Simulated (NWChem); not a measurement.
# silicon monosulfide (SiS, singlet); SMILES S=[Si]

Computed with NWChem. Pople sets run with spherical d functions. Low-valent species are run as closed-shell singlets; no triplet was tried in these runs. Each level has its own optimisation. Entropies are gas-phase, rigid-rotor, harmonic values for NWChem's default masses at 298.15 K and 1 bar, so the errors hold that model's part too (torsions, anharmonicity).

Measured entropy at 1 bar: 53.5 cal/(mol K) (CRC Handbook, as tabulated in the package chemicals).

```tsv
level	entropy at 1 bar (cal/(mol K))	computed − measured
Hartree-Fock/STO-3G	53.1	-0.4
Hartree-Fock/3-21G	53.6	+0.1
Hartree-Fock/6-31G*	53.3	-0.2
B3LYP/6-31G*	53.5	0.0
LDA (Slater exchange, VWN5)/def2-SVP	53.5	0.0
PBE/def2-SVP	53.5	0.0
BLYP/def2-SVP	53.5	0.0
PBE0/def2-SVP	53.4	-0.1
```
